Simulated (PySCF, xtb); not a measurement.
CH6BClO2Si, SMILES OB(O)C[SiH2]Cl. The values are those of a single conformer.

Harmonic wavenumbers (cm⁻¹) from GFN2-xTB (xtb) at its own minimum, in rising order: 37, 41, 101, 148, 327, 416, 453, 477, 480, 553, 561, 583, 706, 731, 760, 783, 813, 919, 965, 1012, 1133, 1224, 1328, 1469, 2243, 2265, 2964, 2977, 3653, 3658.

Task: What does PySCF with PBE0-D3(BJ)/def2-SVP give at its own minimum? (The exact figures need the calculation; the answer reports its results.)

Result: 44, 49, 98, 180, 345, 464, 482, 485, 529, 564, 599, 683, 747, 809, 821, 877, 950, 981, 1004, 1022, 1090, 1346, 1405, 1492, 2235, 2256, 3070, 3137, 3945, 3955. Paired by order, the mean absolute difference is 67 cm⁻¹ and the zero-point energies are 48.3 and 51.0 kcal/mol.
